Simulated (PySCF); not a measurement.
Isomers of [C8H11O2]- (charge -1), mass 139.076 u with the commonest isotopes. Level of theory: PBE0-D3(BJ)/def2-SVP geometry optimisation, gas phase in PySCF 2.14.0. One conformer each, none proved a minimum here; rigid rotors. The geometries of the anions come from a basis without diffuse functions.

Question: Order these by rotational constant C, smallest first.
A. `[CH2:1]=[C:2]1[CH2:3][CH2:4][CH2:5][C@@H:6]([C:7](=[O:8])[O-:9])[CH2:10]1` (charge -1) with C5–C6–C7–O8 71°, C1–C2–C3–C4 -125°, C2–C3–C4–C5 -54°, C3–C4–C5–C6 56°, C4–C5–C6–C7 -174°
B. `[O:1]=[C:2]([O-:3])/[CH:4]=[CH:5]/[CH:6]1[CH2:7][CH2:8][CH2:9][CH2:10]1` (charge -1) with O1–C2–C4–C5 -2°, C4–C5–C6–C7 120°, C5–C6–C7–C8 166°, C6–C7–C8–C9 -32°, C7–C8–C9–C10 9°, C8–C9–C10–C6 17°
C. `[CH2:1]=[CH:2][CH2:3][CH2:4]/[C:5]([O-:6])=[CH:7]/[C:8]([CH3:9])=[O:10]` (charge -1) with C1–C2–C3–C4 -123°, C2–C3–C4–C5 -165°, C3–C4–C5–O6 40°, C5–C7–C8–C9 0°

Answer: C (446.9 MHz), B (501.1 MHz), A (759.8 MHz).

Question: Order these by dipole moment (about the centre of mass), largest first.
A. `[CH2:1]=[CH:2][CH2:3][CH2:4]/[C:5]([O-:6])=[CH:7]/[C:8]([CH3:9])=[O:10]` (charge -1) with C1–C2–C3–C4 -123°, C2–C3–C4–C5 -165°, C3–C4–C5–O6 40°, C5–C7–C8–C9 0°
B. `[O:1]=[C:2]([O-:3])/[CH:4]=[CH:5]/[CH:6]1[CH2:7][CH2:8][CH2:9][CH2:10]1` (charge -1) with O1–C2–C4–C5 -2°, C4–C5–C6–C7 120°, C5–C6–C7–C8 166°, C6–C7–C8–C9 -32°, C7–C8–C9–C10 9°, C8–C9–C10–C6 17°
C. `[CH2:1]=[C:2]1[CH2:3][CH2:4][CH2:5][C@@H:6]([C:7](=[O:8])[O-:9])[CH2:10]1` (charge -1) with C5–C6–C7–O8 71°, C1–C2–C3–C4 -125°, C2–C3–C4–C5 -54°, C3–C4–C5–C6 56°, C4–C5–C6–C7 -174°

Answer: B (13.70 D), C (8.96 D), A (6.53 D).

Question: Order these by radius of gyration √(Σ m r²/M), smallest first.
A. `[CH2:1]=[C:2]1[CH2:3][CH2:4][CH2:5][C@@H:6]([C:7](=[O:8])[O-:9])[CH2:10]1` (charge -1) with C5–C6–C7–O8 71°, C1–C2–C3–C4 -125°, C2–C3–C4–C5 -54°, C3–C4–C5–C6 56°, C4–C5–C6–C7 -174°
B. `[O:1]=[C:2]([O-:3])/[CH:4]=[CH:5]/[CH:6]1[CH2:7][CH2:8][CH2:9][CH2:10]1` (charge -1) with O1–C2–C4–C5 -2°, C4–C5–C6–C7 120°, C5–C6–C7–C8 166°, C6–C7–C8–C9 -32°, C7–C8–C9–C10 9°, C8–C9–C10–C6 17°
C. `[CH2:1]=[CH:2][CH2:3][CH2:4]/[C:5]([O-:6])=[CH:7]/[C:8]([CH3:9])=[O:10]` (charge -1) with C1–C2–C3–C4 -123°, C2–C3–C4–C5 -165°, C3–C4–C5–O6 40°, C5–C7–C8–C9 0°

Answer: A (2.279 Å), B (2.765 Å), C (2.877 Å).

| SMILES | point group | Ia (u·Å²) | Ib (u·Å²) | Ic (u·Å²) | κ | μa (D) | μb (D) | μc (D) |
| --- | --- | --- | --- | --- | --- | --- | --- | --- |
| C=C1CCC[C@@H](C(=O)[O-])C1 | C1 | 207.02 | 572.63 | 665.16 | -0.85 | 8.78 | 1.72 | 0.36 |
| C=CCC/C([O-])=C/C(C)=O | C1 | 121.98 | 1049.78 | 1130.90 | -0.98 | 6.51 | 0.39 | 0.32 |
| O=C([O-])/C=C/C1CCCC1 | near Cs | 122.47 | 996.31 | 1008.52 | -1.00 | 13.67 | 0.28 | 0.95 |
